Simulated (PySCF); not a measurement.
CH3Cl2FOSi, SMILES Cl[Si](F)(OC)Cl. Atoms are numbered in the order given.

```xyz
9

C     -2.3114    -0.1282    -1.2266
O     -0.9710     0.3327    -1.1516
Si     0.1800    -0.1495    -0.1091
F      0.6602    -1.6527    -0.4364
Cl     1.7778     1.0953    -0.2969
Cl    -0.5316    -0.1658     1.8141
H     -2.7985    -0.1006    -0.2375
H     -2.3525    -1.1588    -1.6167
H     -2.8602     0.5326    -1.9122
```

Geometry: B3LYP-D3(BJ)/def2-SVP. Other conformers were not sampled.

All values below come from PBE0/pcSseg-1 (PySCF).

GIAO shieldings, no solvent; atoms listed in one row are averaged. δ = σ(ref) − σ: ¹³C against TMS (σ = 186.3 ppm); ¹⁷O against H2O (σ = 334.2 ppm); ²⁹Si against TMS (σ = 352.7 ppm); ¹⁹F against CFCl3 (σ = 167.2 ppm); ³⁵Cl against HCl (σ = 945.9 ppm); ¹H against TMS (σ = 31.56 ppm), references at their B3LYP-D3(BJ)/def2-TZVP geometries, non-relativistic (without spin–orbit terms, shifts of atoms bonded to Cl or Br come out too high).

Task: Estimate the chemical shifts. (The exact figures need the calculation; the answer reports its results.)

Result: 
```
nucleus       atoms  count  δ (ppm)
-------  ----------  -----  -------
¹³C              C1      1     56.6
¹⁷O              O2      1     63.0
²⁹Si            Si3      1    -34.5
¹⁹F              F4      1   -111.8
³⁵Cl            Cl5      1     83.4
³⁵Cl            Cl6      1     72.9
¹H       H7, H8, H9      3     4.13
```
